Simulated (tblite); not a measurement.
Species: C5H8GeO2.
Atom-mapped SMILES: `[CH2:1]=[CH:2]/[C:3]([GeH3:4])=[CH:5]/[O:6][CH:7]=[O:8]` (hydrogens: H9, H10 on C1; H11 on C2; H12, H13, H14 on Ge4; H15 on C5; H16 on C7)

Computed with GFN2-xTB (tblite), gas phase: L-BFGS steps from a force-field or distance-geometry start until the largest atomic force falls under 0.01 eV/Å.

Step 63: E = -674.2289 eV
```
atom  x, y, z in Å  |  force x, y, z in eV/Å
C1     -2.7286   -0.7399    0.3536    0.033   0.016  -0.011
C2     -1.5175   -1.0669   -0.0832   -0.006  -0.009  -0.009
C3     -0.3452   -0.2270    0.0512   -0.003   0.005  -0.006
Ge4    -0.2511    1.3823    1.1706   -0.017   0.037   0.018
C5      0.7663   -0.5209   -0.6273   -0.015   0.002  -0.004
O6      1.8492    0.3263   -0.5153   -0.010  -0.005   0.020
C7      2.9748    0.0353   -1.1579   -0.012   0.008  -0.019
O8      3.1773   -0.9163   -1.8519   -0.027   0.008   0.019
H9     -2.9060    0.1980    0.8584   -0.013  -0.029  -0.017
H10    -3.5818   -1.3823    0.2099    0.053   0.016   0.014
H11    -1.3585   -2.0041   -0.6047   -0.026  -0.002  -0.002
H12     1.0558    1.4738    1.8775    0.008  -0.026  -0.006
H13    -1.3266    1.3802    2.2088    0.011  -0.003   0.013
H14    -0.4281    2.6103    0.3399    0.019  -0.008  -0.027
H15     0.9004   -1.3685   -1.2890    0.023  -0.006   0.004
H16     3.7120    0.8289   -0.9520   -0.019  -0.003   0.013
```

Step 64: E = -674.2293 eV
```
atom  x, y, z in Å  |  force x, y, z in eV/Å
C1     -2.7301   -0.7384    0.3495    0.040   0.008  -0.022
C2     -1.5169   -1.0712   -0.0762    0.026  -0.001  -0.008
C3     -0.3445   -0.2308    0.0556   -0.002   0.022  -0.004
Ge4    -0.2485    1.3797    1.1740   -0.010   0.032   0.015
C5      0.7657   -0.5219   -0.6261   -0.007  -0.001  -0.004
O6      1.8468    0.3285   -0.5170   -0.015  -0.014   0.021
C7      2.9718    0.0399   -1.1628   -0.042   0.027  -0.006
O8      3.1737   -0.9111   -1.8572   -0.013  -0.005   0.010
H9     -2.9103    0.2048    0.8417   -0.017  -0.012  -0.005
H10    -3.5810   -1.3822    0.2045    0.025   0.007   0.020
H11    -1.3549   -2.0136   -0.5861   -0.028  -0.016  -0.012
H12     1.0532    1.4611    1.8923    0.006  -0.027  -0.008
H13    -1.3324    1.3880    2.2033    0.008  -0.004   0.012
H14    -0.4069    2.6085    0.3409    0.018  -0.008  -0.028
H15     0.9006   -1.3691   -1.2886    0.020  -0.001   0.008
H16     3.7061    0.8367   -0.9591   -0.009  -0.007   0.011
```

Step 65: E = -674.2297 eV
```
atom  x, y, z in Å  |  force x, y, z in eV/Å
C1     -2.7308   -0.7363    0.3444    0.036  -0.001  -0.026
C2     -1.5156   -1.0762   -0.0681    0.048   0.009  -0.009
C3     -0.3437   -0.2346    0.0602   -0.002   0.033  -0.001
Ge4    -0.2457    1.3772    1.1779    0.001   0.018   0.005
C5      0.7650   -0.5233   -0.6249    0.002  -0.003  -0.002
O6      1.8438    0.3306   -0.5186   -0.017  -0.017   0.019
C7      2.9677    0.0459   -1.1685   -0.061   0.037   0.011
O8      3.1696   -0.9048   -1.8630   -0.002  -0.010   0.000
H9     -2.9150    0.2127    0.8226   -0.016   0.007   0.005
H10    -3.5798   -1.3812    0.1992   -0.004  -0.007   0.023
H11    -1.3518   -2.0248   -0.5650   -0.025  -0.024  -0.019
H12     1.0501    1.4459    1.9090    0.003  -0.027  -0.011
H13    -1.3390    1.3962    2.1967    0.004  -0.004   0.012
H14    -0.3823    2.6061    0.3414    0.017  -0.007  -0.027
H15     0.9010   -1.3699   -1.2881    0.016   0.004   0.012
H16     3.6990    0.8457   -0.9668    0.000  -0.010   0.006
```

Step 66: E = -674.2302 eV
```
atom  x, y, z in Å  |  force x, y, z in eV/Å
C1     -2.7308   -0.7334    0.3387    0.021  -0.009  -0.023
C2     -1.5137   -1.0825   -0.0589    0.051   0.017  -0.012
C3     -0.3427   -0.2391    0.0648   -0.002   0.034   0.002
Ge4    -0.2429    1.3742    1.1819    0.014   0.002  -0.009
C5      0.7641   -0.5255   -0.6238    0.009  -0.004   0.004
O6      1.8398    0.3326   -0.5199   -0.015  -0.010   0.016
C7      2.9622    0.0538   -1.1746   -0.061   0.033   0.024
O8      3.1658   -0.8961   -1.8697    0.002  -0.008  -0.006
H9     -2.9190    0.2221    0.8010   -0.010   0.021   0.010
H10    -3.5788   -1.3790    0.1950   -0.027  -0.019   0.024
H11    -1.3499   -2.0386   -0.5410   -0.013  -0.023  -0.021
H12     1.0459    1.4271    1.9273    0.002  -0.024  -0.011
H13    -1.3467    1.4056    2.1888    0.001  -0.003   0.009
H14    -0.3531    2.6024    0.3407    0.013  -0.005  -0.023
H15     0.9020   -1.3714   -1.2877    0.010   0.008   0.017
H16     3.6902    0.8568   -0.9740    0.004  -0.010   0.000
```

**Question.** Estimate the geometry and energy of step 67. (The exact step hangs on the optimiser's Hessian estimate; all steps are aligned on step 66, rigid shifts and turns removed.)

**Answer.** E = -674.2306 eV, largest force 0.047 eV/Å
```
atom  x, y, z in Å  |  force x, y, z in eV/Å
C1     -2.7299   -0.7309    0.3349   -0.012  -0.014  -0.012
C2     -1.5123   -1.0874   -0.0529    0.040   0.016  -0.017
C3     -0.3423   -0.2429    0.0673   -0.004   0.022   0.001
Ge4    -0.2410    1.3715    1.1836    0.021  -0.014  -0.021
C5      0.7631   -0.5280   -0.6238    0.011  -0.001   0.011
O6      1.8357    0.3335   -0.5200   -0.010   0.003   0.013
C7      2.9574    0.0610   -1.1776   -0.037   0.017   0.023
O8      3.1641   -0.8872   -1.8744   -0.004   0.002  -0.005
H9     -2.9193    0.2291    0.7867   -0.005   0.031   0.012
H10    -3.5788   -1.3759    0.1942   -0.032  -0.023   0.023
H11    -1.3515   -2.0491   -0.5244    0.006  -0.019  -0.024
H12     1.0424    1.4120    1.9378    0.011  -0.021  -0.005
H13    -1.3507    1.4131    2.1832   -0.004  -0.002   0.005
H14    -0.3310    2.5976    0.3377    0.009   0.001  -0.021
H15     0.9035   -1.3731   -1.2881    0.004   0.008   0.019
H16     3.6830    0.8658   -0.9755    0.005  -0.007  -0.004
```

The energy changes by -0.0004 eV. The first-order estimate −F·Δx gives -0.0006 eV and the mean of the old and new forces, exact on a quadratic surface, -0.0004 eV. The step makes an angle of 84° with the force vector and moves no atom by more than 0.023 Å.

The cost below is that of the whole relaxation. Time: 0.96 s of wall time. Hardware: one thread, Arm Neoverse V1 (aarch64), shared host.
